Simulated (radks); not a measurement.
Results of a calculation; reference values are marked as such.
Q: Cd+, configuration [Kr] 4d10 5s1. Level of theory: scalar-relativistic Kohn-Sham, PBE, spin-polarised, spherical densities, point nucleus; open shells are filled with parallel spins first (spin-orbit coupling, left out, can overturn this in heavy ions) (a radial shooting solver on a logarithmic mesh with Libxc functionals). Some entries of the table are withheld. Estimate them.

orbital,occ.,eigenvalue (eV),<r^2> (bohr^2),<r> (bohr)
1s up,1,-26534.60,0.001250,0.03040
1s down,1,-26534.57,0.001250,0.03040
2s up,1,-3946.774,0.02043,0.1317
2s down,1,-3946.771,0.02043,0.1317
2p up,3,-3542.235,0.01611,0.1149
2p down,3,-3542.228,0.01611,0.1149
3s up,1,-742.7266,0.1468,0.3583
3s down,1,-742.7058,0.1468,0.3583
3p up,3,-610.0271,0.1480,0.3571
3p down,3,-610.0065,0.1480,0.3571
3d up,5,-402.3835,0.1333,0.3347
3d down,5,-402.3685,0.1333,0.3347
4s up,1,-114.7423,(1),0.8795
4s down,1,-114.7127,(2),0.8792
4p up,3,(3),1.058,0.9609
4p down,3,(4),1.055,0.9597
4d up,5,-20.6067,1.981,(5)
4d down,5,-20.3560,1.935,(6)
5s up,1,-13.4737,7.936,2.641
5s down,0,-12.5422,7.913,2.637

A: 
(1) 4s up <r^2> (bohr^2): 0.8766
(2) 4s down <r^2> (bohr^2): 0.8756
(3) 4p up eigenvalue (eV): -75.8195
(4) 4p down eigenvalue (eV): -75.7655
(5) 4d up <r> (bohr): 1.279
(6) 4d down <r> (bohr): 1.265
